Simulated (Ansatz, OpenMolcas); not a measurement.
**OpenMolcas → Ansatz**

This OpenMolcas 26.06 job computes GaCl (SMILES [Cl][Ga]):

job.input:
```
&GATEWAY
BasLib=$CurrDir
Coord
2
angstrom
Cl       0.000000       0.000000      -0.023560
Ga       0.000000       0.000000       2.192160
Basis=cc-pVTZ
Group=NoSym
&SEWARD
GridInput
Grid=UltraFine
End of Grid
&SCF
KSDFT=revPBE
Thresholds=1e-10 1e-07 1e-07 1e-05
PrOrbitals=1
&ALASKA
```

```bash
$ export MOLCAS_MEM=1860
$ pymolcas job.input > job.log
```

(Basis files named in the input come from the Basis Set Exchange and aren't shown.)

Geometry: relaxed at PBE0-D4/def2-TZVP.

It gives a total energy of -2384.952431 Eh.

Question: Translate the job to Ansatz 0.2.0 as an input file of the program's own, asking for the energy.

Answer: This input was run:

in.yaml:
```yaml
crystal:
  periodic: [false, false, false]
  atoms:
    - {symbol: Cl, position_ang: [-0.000000, 0.000000, -0.023560]}
    - {symbol: Ga, position_ang: [0.000000, -0.000000, 2.192160]}
basis:
  gaussian:
    orbitals: cc-pVTZ
total_charge: 0
hamiltonian:
  xc: {name: revPBE}
accuracy: high
output:
  orbitals: {seedname: orbitals}
```

```bash
$ ansatz run in.yaml --threads 1 --pin off --max-ram 3480MiB --events-out events.jsonl --progress --plain --runs-dir runs
```

Its energy is -2384.952443 Eh, 0.012 mEh from the first.
